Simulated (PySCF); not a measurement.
Ionising CsHg

PBE0; PySCF, scalar-relativistic core potentials, basis sets Cs def2-SVP with ECP46, Hg def2-SVP with ECP60. Neutral (UKS): doublet (σ ↑), Re = 4.476 Å, ωe = 18.2 cm⁻¹, De = 0.05 eV, HOMO -2.65 eV, LUMO -1.23 eV.

CsHg⁺ (UKS): singlet (closed shell), Re = 4.012 Å, ωe = 33.0 cm⁻¹, De = 0.13 eV to Cs⁺ + Hg. The energies at the minima are -173.65178 hartree for CsHg and -173.51153 for CsHg⁺.

Problem. Work out the adiabatic ionisation energy, without and with harmonic zero-point energies (1 hartree = 27.2114 eV, 1 eV = 8065.5 cm⁻¹), and the change of the bond length.

Solution. At PBE0: 0.14025 hartree = 3.816 eV between the minima; the zero-point term (33.0 − 18.2)/2 cm⁻¹ = +0.001 eV makes it 3.817 eV. Re changes by -46.4 pm against the neutral. The electron leaves a σ orbital, and the shorter bond of the ion fits an antibonding orbital, or a change in how ionic the bond is.

Closed-shell solutions of metal pairs were not tested for spin polarisation, which can lower them a little. Weak bonds: CsHg, CsHg⁺. Basis-set superposition, not corrected here, can be much of De in a small basis, most of all at correlated wavefunction levels. Spin–orbit coupling is left out. For an ion De counts to the pair picked by the measured ionisation energies or electron affinities, which need not be the lowest pair at this level. States were picked by a PBE0 search and need not be the measured ground states.
